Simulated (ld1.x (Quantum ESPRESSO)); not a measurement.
## How hard is this Tc (Z = 43) TM potential?

```
Element                 : Tc
Generator               : ld1.x (Quantum ESPRESSO) 7.5
Type                    : norm-conserving Troullier–Martins (Kleinman–Bylander form)
Functional              : LDA (PZ)
Relativity              : fully relativistic
Frozen core             : [Kr]
Valence charge          : 7
Reference configuration : 4d5 5s2 5p0
Partial waves           : 5p (bound, empty): rc 3.35 bohr; 4d (bound): rc 1.55 bohr; 5s (bound): rc 2.10 bohr
Local potential         : the s channel
Core correction         : none
```

Open shells are filled in proportion to 2j + 1 (rel_dist='average').

The pseudo-atom Hamiltonian at the reference potential is diagonalised in spherical Bessel functions j_l(qr) that vanish at 20 bohr, with q² up to the cutoff. All-electron valence levels (Ry): 5p1/2 -0.1195, 5p3/2 -0.1088, 4d3/2 -0.5134, 4d5/2 -0.4922, 5s -0.3870.

**Question.** How do the lowest levels (Ry) of each channel move with the cutoff, and are there ghosts?

**Answer.**

```json
{"cutoff (Ry)": "8", "p1/2 #1": "-0.1194", "p3/2 #1": "-0.1087", "d3/2 #1": "0.0382", "d5/2 #1": "0.0377", "d5/2 #2": "0.0988", "s #1": "-0.3632", "f #1": "0.1101", "Σ f·Δε (mRy)": "2740.5"}
{"cutoff (Ry)": "12", "p1/2 #1": "-0.1194", "p3/2 #1": "-0.1088", "d3/2 #1": "0.0068", "d5/2 #1": "0.0041", "d5/2 #2": "0.0784", "s #1": "-0.3777", "f #1": "0.1101", "Σ f·Δε (mRy)": "2548.2"}
{"cutoff (Ry)": "18", "p1/2 #1": "-0.1195", "p3/2 #1": "-0.1088", "d3/2 #1": "-0.2130", "d5/2 #1": "-0.2120", "d5/2 #2": "0.0622", "s #1": "-0.3849", "f #1": "0.1101", "Σ f·Δε (mRy)": "1445.9"}
{"cutoff (Ry)": "25", "p1/2 #1": "-0.1195", "p3/2 #1": "-0.1088", "d3/2 #1": "-0.3871", "d5/2 #1": "-0.3763", "d5/2 #2": "0.0598", "s #1": "-0.3852", "f #1": "0.1101", "Σ f·Δε (mRy)": "604.1"}
{"cutoff (Ry)": "40", "p1/2 #1": "-0.1195", "p3/2 #1": "-0.1088", "d3/2 #1": "-0.5056", "d5/2 #1": "-0.4854", "d5/2 #2": "0.0589", "s #1": "-0.3867", "f #1": "0.1101", "Σ f·Δε (mRy)": "36.9"}
{"cutoff (Ry)": "50", "p1/2 #1": "-0.1195", "p3/2 #1": "-0.1088", "d3/2 #1": "-0.5125", "d5/2 #1": "-0.4915", "d5/2 #2": "0.0588", "s #1": "-0.3869", "f #1": "0.1101", "Σ f·Δε (mRy)": "4.2"}
{"cutoff (Ry)": "60", "p1/2 #1": "-0.1195", "p3/2 #1": "-0.1088", "d3/2 #1": "-0.5133", "d5/2 #1": "-0.4921", "d5/2 #2": "0.0588", "s #1": "-0.3869", "f #1": "0.1101", "Σ f·Δε (mRy)": "0.7"}
{"cutoff (Ry)": "80", "p1/2 #1": "-0.1195", "p3/2 #1": "-0.1088", "d3/2 #1": "-0.5133", "d5/2 #1": "-0.4922", "d5/2 #2": "0.0588", "s #1": "-0.3870", "f #1": "0.1101", "Σ f·Δε (mRy)": "0.4"}
{"cutoff (Ry)": "400", "p1/2 #1": "-0.1195", "p3/2 #1": "-0.1088", "d3/2 #1": "-0.5134", "d5/2 #1": "-0.4923", "d5/2 #2": "0.0588", "s #1": "-0.3870", "f #1": "0.1101", "Σ f·Δε (mRy)": "0.0"}
```

Result: no extra level below or beside the all-electron valence levels (p1/2, p3/2, d3/2, d5/2, s, f tested); 10 mRy is reached at 50 Ry and 1 mRy at 60 Ry.

Its largest configuration-test error is -320 meV.
